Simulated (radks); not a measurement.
Results of a calculation; reference values are marked as such.
Question: Coherent X-ray form factor from a spherical all-electron density. Level of theory: non-relativistic Kohn-Sham, PBE, spin-polarised, spherical densities, point nucleus (a radial shooting solver on a logarithmic mesh with Libxc functionals).

sin(theta)/lambda (1/angstrom)  f0 (electrons)
0.05                                     7.908
0.1                                      7.641
0.15                                     7.229
0.2                                      6.712
0.25                                     6.133
0.3                                      5.536
0.4                                      4.406
0.5                                      3.480
0.6                                      2.792
0.8                                      1.985
1                                        1.614
1.25                                     1.382
1.5                                      1.221
2                                        0.932

The species is in the configuration that NIST lists as its ground one. Which atom or ion scatters so?

Answer: The neon ion Ne2+, [He] 2s2 2p(up 2, down 2). Extrapolating in s^2 from the first two rows gives f0(0) = 8.0, near the electron count 8; among species with that count, the fall with angle is slower the higher Z, and the table is that of Z = 10; from so few rows the species is fixed only to a neighbour or two.
